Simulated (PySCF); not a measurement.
Computed with PBE-D3(BJ)/def2-TZVP // B3LYP-D3(BJ)/def2-TZVP in PySCF 2.14.0. All species are isolated molecules in the gas phase. One relaxed conformer stands for a flexible species; it need not be the lowest. 

Reference species (SMILES): `[NH2][In]([NH2])[SH]` (neutral, multiplicity 1).

```yaml
LUMO: -1.94 eV
HOMO–LUMO gap: 3.84 eV
```

Changed species: `[NH2][In]([NH2])[NH2]` (0 of 3 NH2 replaced by SH; the reference has 1 of 3 NH2 replaced by SH).

Problem. What does the change do to the LUMO and HOMO–LUMO gap?

Solution. the LUMO rises by 0.35 eV, to -1.59 eV; the HOMO–LUMO gap drops by 0.05 eV, to 3.79 eV.
